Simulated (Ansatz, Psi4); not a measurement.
Intermolecular potential of AlBr3 ··· HF (SMILES [Br][Al]([Br])[Br] and F). Monomers: optimised at B3LYP-D3(BJ) (def2-TZVP), held rigid. Orientation: lowest of the rigid-body minima from ten starts at GFN2-xTB (searched outside a hard wall at short contacts). The monomers approach along the line of their centres of mass (distance R); nothing else relaxes. The shortest distances reach bonding range, where SAPT0 and rigid monomers are unreliable.

Levels of theory: PBE/def2-TZVP, counterpoise-corrected (Psi4); PBE-D3(BJ)/def2-TZVP, counterpoise-corrected (Psi4); wB97X-D/def2-TZVP, counterpoise-corrected (Psi4); CCSD(T)/aug-cc-pVDZ = CCSD(T) on RHF/aug-cc-pVDZ, cores with 3d frozen, counterpoise-corrected run with Ansatz (a first-principles code).

Interaction energies in kJ/mol; the last columns give the difference from CCSD(T):

```csv
R / Å,PBE/def2-TZVP,PBE-D3(BJ)/def2-TZVP,wB97X-D/def2-TZVP,CCSD(T)/aug-cc-pVDZ,PBE/def2-TZVP − CCSD(T)/aug-cc-pVDZ,PBE-D3(BJ)/def2-TZVP − CCSD(T)/aug-cc-pVDZ,wB97X-D/def2-TZVP − CCSD(T)/aug-cc-pVDZ
2.04,7.59,2.00,-0.56,16.73,-9.14,-14.73,-17.29
2.27,-7.90,-12.96,-14.04,-3.13,-4.77,-9.83,-10.91
2.46,-12.31,-16.90,-17.19,-9.74,-2.57,-7.16,-7.46
2.69,-13.43,-17.45,-17.47,-12.50,-0.92,-4.95,-4.97
2.84,-12.97,-16.63,-16.63,-12.70,-0.28,-3.93,-3.93
3.19,-10.59,-13.42,-13.63,-11.02,0.43,-2.40,-2.61
3.45,-8.59,-10.86,-11.29,-9.16,0.57,-1.70,-2.12
3.97,-5.31,-6.70,-7.29,-5.88,0.57,-0.82,-1.41
4.66,-2.72,-3.40,-3.89,-3.21,0.49,-0.18,-0.68
5.63,-1.17,-1.43,-1.72,-1.50,0.33,0.07,-0.22
6.96,-0.49,-0.57,-0.71,-0.63,0.14,0.06,-0.08
```

PBE/def2-TZVP is furthest from CCSD(T)/aug-cc-pVDZ at 2.04 (-9.14 kJ/mol, below); its mean absolute difference over the points is 1.84 kJ/mol.

PBE-D3(BJ)/def2-TZVP is furthest from CCSD(T)/aug-cc-pVDZ at 2.04 (-14.73 kJ/mol, below); its mean absolute difference over the points is 4.17 kJ/mol.

wB97X-D/def2-TZVP is furthest from CCSD(T)/aug-cc-pVDZ at 2.04 (-17.29 kJ/mol, below); its mean absolute difference over the points is 4.70 kJ/mol.
